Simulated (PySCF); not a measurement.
# Excitation energy of Kr⁺ by level of theory

Kr⁺ [Ar] 3d10 4s2 4p5 (2P) → Kr⁺ [Ar] 3d10 4s1 4p5 5s1 (4P), as a difference of total energies. All numbers are calculated (PySCF 2.14, a scalar-relativistic core potential, in aug-cc-pVQZ-PP with one added diffuse shell each of s, p, d, f, g type with ECP10MDF (8s7p6d4f3g, 114 functions)). Correlated levels: valence: 3s2 3p6 3d10 frozen. The calculations carry no spin-orbit coupling.

| method | excitation energy (eV) |
| --- | --- |
| UHF | 30.031 |
| LDA | 28.888 |
| PBE | 28.593 |
| PBE0 | 29.217 |
| BP86 | 28.697 |
| BHandHLYP | 29.838 |
| MN15 | 28.443 |
| MP2 (valence) | 28.406 |
| SCS-MP2 (valence) | 28.214 |

**Question.** How much does correlation contribute at MP2 (valence)?

**Answer.** 28.406 − (30.031) = -1.625 eV, measured against UHF.

The upper state lies above the first ionisation limit, where it may autoionise and the basis confines it. A Rydberg-like electron needs more diffuse functions than a valence basis has.

The promoted electron is Rydberg-like, and one or two diffuse shells describe it only roughly, which tends to raise the upper state.
